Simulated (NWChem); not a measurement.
Molecule: GeH2, singlet; SMILES [GeH2]

```xyz
3

Ge     0.0000     0.0000     0.0660
H      1.1364     0.0000    -1.0565
H     -1.1364     0.0000    -1.0565
```
Atoms are numbered in this order, from 1.

Low-valent species are run as closed-shell singlets; no triplet was tried in these runs. The geometry was optimised at PBE0/def2-SVP.

Symmetry labels are those of C2v in the frame above (b1 and b2, or b-type labels, depend on it). States above −ε(HOMO) = 5.9 eV lie in this functional's continuum and hang on the basis.

List the 4 lowest vertical singlet excitations from PBE/def2-SVPD, full TDDFT (NWChem).


```json
[
 {"state": "S1", "energy (eV)": "2.39", "oscillator strength": "0.009", "symmetry": "b2", "leading excitation (squared amplitude)": "HOMO → LUMO (1.01)"},
 {"state": "S2", "energy (eV)": "3.82", "oscillator strength": "0.000", "symmetry": "a2", "leading excitation (squared amplitude)": "HOMO−1 → LUMO (1.00)"},
 {"state": "S3", "energy (eV)": "5.98", "oscillator strength": "0.186", "symmetry": "a1", "leading excitation (squared amplitude)": "HOMO → LUMO+1 (0.98)"},
 {"state": "S4", "energy (eV)": "6.85", "oscillator strength": "0.135", "symmetry": "b1", "leading excitation (squared amplitude)": "HOMO → LUMO+2 (0.87)"}
]
```
